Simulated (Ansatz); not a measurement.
Zr3. Total charge 0; singlet. Geometry B3LYP-D4/def2-TZVP.

```xyz
3

Zr    1.067   -0.944    0.577
Zr    0.230    1.519    0.013
Zr   -1.297   -0.576   -0.590
```

In the def2 sets Zr takes a core potential, while STO-3G treats all electrons; there is no spin–orbit coupling. The restricted singlet is unstable towards broken spin symmetry in Hartree–Fock (as tested in another run); at HF/STO-3G this wasn't settled. At HF/def2-TZVP the restricted singlet is unstable: a solution with broken spin symmetry lies lower. The restricted singlet is unstable towards broken spin symmetry at other levels; at r2SCAN-D4/def2-TZVP, PBE0-D4/def2-SVP, PBE0-D4/def2-TZVP this wasn't settled. At PBE0-D4/def2-TZVP a quintet of charge 0 lies 0.47 eV below the restricted singlet, each at its own geometry. The structure comes from a short search, and lower isomers may exist.

Task: Estimate the orbital energies around the gap (eV) in Ansatz with HF/STO-3G, HF/def2-TZVP, r2SCAN-D4/def2-TZVP, PBE0-D4/def2-SVP, PBE0-D4/def2-TZVP.

Result: 
```tsv
orbital	HF/STO-3G	HF/def2-TZVP	r2SCAN-D4/def2-TZVP	PBE0-D4/def2-SVP	PBE0-D4/def2-TZVP
HOMO−9	-36.54	-40.63	-31.68	-33.09	-33.15
HOMO−8	-36.52	-40.21	-31.22	-32.62	-32.68
HOMO−7	-36.04	-40.00	-30.84	-32.25	-32.33
HOMO−6	-36.03	-39.80	-30.84	-32.25	-32.33
HOMO−5	-3.86	-8.00	-4.91	-5.50	-5.49
HOMO−4	-2.82	-6.94	-4.07	-4.65	-4.65
HOMO−3	-2.27	-6.77	-4.00	-4.62	-4.60
HOMO−2	-1.46	-6.31	-3.54	-4.13	-4.12
HOMO−1	-1.28	-5.93	-3.54	-4.13	-4.12
HOMO	-1.05	-4.34	-3.11	-3.58	-3.57
LUMO	5.51	0.18	-2.58	-1.83	-1.82
LUMO+1	5.72	0.52	-2.58	-1.83	-1.82
LUMO+2	6.34	0.55	-2.31	-1.78	-1.76
LUMO+3	6.44	0.68	-2.31	-1.78	-1.76
LUMO+4	7.16	0.78	-1.50	-1.04	-1.05
LUMO+5	7.19	0.97	-1.50	-0.95	-0.95
```
